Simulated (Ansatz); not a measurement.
`[CH3][SnH2][Cl]` + CH₃SH → `C[S][SnH2][CH3]` + HCl at 700 K and 1 bar (ligand exchange at the Sn–Cl bond).

Calculated with Ansatz (gas phase, PBE0-D4/def2-TZVP geometries, no zero-point term in ΔE). CCSD(T)/CBS is the MP2 limit (def2-TZVPP, def2-QZVPP) plus CCSD(T) − MP2 in def2-TZVPP, frozen cores. This one scheme is used for every species. Elements past krypton have def2 core potentials. For Sn outer-core shells are correlated without core-valence functions, which leaves a few kJ/mol of doubt a bond. One conformer a species, not always the lowest.

```tsv
species	CCSD(T)/CBS energy (Eh)	H − E (kJ/mol)	S (J/(mol·K))
`[CH3][SnH2][Cl]`	-714.90153	195.9	422.7
CH₃SH	-438.22835	160.2	309.0
`C[S][SnH2][CH3]`	-692.73453	319.8	515.3
HCl	-460.38127	38.4	211.8
```

H − E and S are ideal-gas, rigid-rotor, harmonic terms from PBE0-D4/def2-TZVP, for one conformer and one mirror image of each species. 1 Eh = 2625.50 kJ/mol, R = 8.31446 J/(mol·K).

By hand: ΔE, ΔH, ΔS and ΔG.

ΔE = (-692.73453) + (-460.38127) − (-714.90153) − (-438.22835) = 0.01408 Eh = 37.0 kJ/mol. Δ(H − E) = 319.8 + 38.4 − 195.9 − 160.2 = 2.1, so ΔH = 39.1 kJ/mol. ΔS = 515.3 + 211.8 − 422.7 − 309.0 = -4.6 J/(mol·K). ΔG = 39.1 − 700 × (-4.6)/1000 = 42.3 kJ/mol.

By hand: the equilibrium constant, and the temperature at which ΔG would vanish if ΔH and ΔS stayed fixed.

log₁₀ K = −ΔG/(RT ln 10) = -3.2. ΔH and −TΔS have one sign here, so there is no such temperature.

The number of gas molecules stays the same, so ΔS is small and ΔH decides. A doubt of 5 kJ/mol in ΔE shifts log₁₀ K by 0.4 here. Other conformers and mirror images would add mixing entropy, several J/(mol·K) or more a flexible species. Modes under 60 cm⁻¹, often nearly free rotors, make the harmonic entropy too high. These are equilibria of isolated gas molecules and say nothing of rates. Largest T1 diagnostic: 0.011 (customary marks: 0.02 for closed shells, 0.045 for open ones).

ΔS is within the doubt of such terms, so its sign, and with it that verdict, could turn.
